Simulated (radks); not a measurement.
Ionisation ladder of bismuth, from Bi22+ to Bi43+. Each ion is in the ground configuration listed by NIST, and IE = E(next ion) - E(this ion). All-electron calculation, scalar-relativistic Kohn-Sham, SCAN, spin-polarised, spherical densities, finite nucleus; open shells are filled with parallel spins first (spin-orbit coupling, left out, can overturn this in heavy ions); meta-GGA in the generalised Kohn-Sham scheme; Fermi nuclear charge, rms radius 5.5211 fm. Program: a radial shooting solver on a logarithmic mesh with Libxc functionals.

species       configuration  E (hartree)  IE, Delta-SCF (eV)  IE, NIST (eV)    kind  error (eV)
Bi22+    [Kr] 4d10 4f13 5s2  -21334.2574              648.94            660  theory       -11.1
Bi23+    [Kr] 4d10 4f13 5s1  -21310.4092              681.48            690  theory        -8.5
Bi24+        [Kr] 4d10 4f13  -21285.3654              780.34            750  theory       +30.3
Bi25+        [Kr] 4d10 4f12  -21256.6886              830.66            810  theory       +20.7
Bi26+        [Kr] 4d10 4f11  -21226.1626              881.98            870  theory       +12.0
Bi27+        [Kr] 4d10 4f10  -21193.7503              934.28            930  theory        +4.3
Bi28+         [Kr] 4d10 4f9  -21159.4163              987.50            990  theory        -2.5
Bi29+         [Kr] 4d10 4f8  -21123.1264              1041.6           1060  theory       -18.4
Bi30+         [Kr] 4d10 4f7  -21084.8478              1115.6           1120  theory        -4.4
Bi31+         [Kr] 4d10 4f6  -21043.8508              1173.0           1180  theory        -7.0
Bi32+         [Kr] 4d10 4f5  -21000.7426              1231.4           1250  theory       -18.6
Bi33+         [Kr] 4d10 4f4  -20955.4889              1290.7           1310  theory       -19.3
Bi34+         [Kr] 4d10 4f3  -20908.0563              1350.9           1380  theory       -29.1
Bi35+         [Kr] 4d10 4f2  -20858.4131              1411.9           1440  theory       -28.1
Bi36+         [Kr] 4d10 4f1  -20806.5285              1473.6           1500  theory       -26.4
Bi37+             [Kr] 4d10  -20752.3729              1799.3           1784  theory       +15.3
Bi38+              [Kr] 4d9  -20686.2504              1858.2           1840  theory       +18.2
Bi39+              [Kr] 4d8  -20617.9633              1917.4           1902  theory       +15.4
Bi40+              [Kr] 4d7  -20547.5013              1976.8           1967  theory        +9.8
Bi41+              [Kr] 4d6  -20474.8562              2036.4           2029  theory        +7.4
Bi42+              [Kr] 4d5  -20400.0214              2117.7           2090  theory       +27.7
Bi43+              [Kr] 4d4  -20322.1974              2179.8           2190  theory       -10.2

Reference values: NIST Atomic Spectra Database (exp. = measured, semi-emp. = semi-empirical, theory = theoretical value adopted there). The ionisation energy per charge of the ion left behind rises most, in proportion, at Bi37+ ([Kr] 4d10), from 39.828 to 47.350 eV. Open shells are spherical and high-spin; term and fine-structure splittings are not resolved. Spin-orbit splitting is averaged out at the scalar-relativistic level.
